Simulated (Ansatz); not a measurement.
Computed with Ansatz on PBE0-D4/def2-TZVP structures; ΔE is electronic, products minus reactants. CBS: MP2 limit from def2 TZ/QZ plus the TZ coupled-cluster correction, frozen cores. Functionals use def2-TZVPP. B3LYP here is the variant with VWN-RPA as its local correlation; programs differ in this.

Reaction (isomerisation): `C1[SiH2][AlH][SiH2]1` → `[SiH3][SiH]1[CH2][AlH]1`

`C1[SiH2][AlH][SiH2]1`:

Cartesian coordinates in Å:
```
C -1.133 -0.160 -0.070
Si -0.075 0.139 1.486
Al 1.710 0.917 -0.014
Si 0.179 -0.378 -1.435
H -1.854 -0.976 0.012
H -1.689 0.761 -0.281
H 0.299 -1.182 2.081
H -0.768 0.917 2.554
H 3.027 1.803 -0.057
H -0.303 -0.031 -2.804
H 0.607 -1.811 -1.473
```

`[SiH3][SiH]1[CH2][AlH]1`:

Z-matrix (Å, degrees):
```
Si
Si 1 2.324
H 1 1.488 2 111.5
H 1 1.491 2 113.3 3 122.6
H 1 1.491 2 107.7 3 -118.5
C 2 1.935 1 111.4 3 162.0
Al 2 2.327 1 115.3 3 103.5
H 2 1.491 1 113.4 3 -63.5
H 6 1.089 2 118.8 1 19.3
H 6 1.097 2 111.8 1 147.6
H 7 1.580 2 164.5 1 -78.8
```

```tsv
level	ΔE (kcal/mol)	difference from CCSD(T)/CBS
r2SCAN-D4	18.7	-1.7
PBE0-D4	20.8	0.4
CAM-B3LYP-D4	20.3	-0.1
B3LYP	18.8	-1.6
CCSD/def2-SVP	20.8	0.4
MP2/def2-TZVPP	20.3	-0.1
CCSD/def2-TZVPP	20.9	0.5
CCSD(T)/def2-TZVPP	20.5	0.1
HF/def2-QZVPP	21.6	1.2
MP2/def2-QZVPP	20.2	-0.2
CCSD(T)/CBS	20.4	0
```

Largest T1 diagnostic among the species: 0.014.

From BLYP to BHLYP (50 % exact exchange), in def2-TZVPP and without D4, ΔE moves by +3.2 kcal/mol. Leaving LDA and LC-ωPBE aside and taking each functional with its dispersion term where it has one, the values, not all of them listed here, spread over 3.0 kcal/mol, from B97M-V to PBE-QIDH. LDA lies +1.3 kcal/mol from PBE without D4.
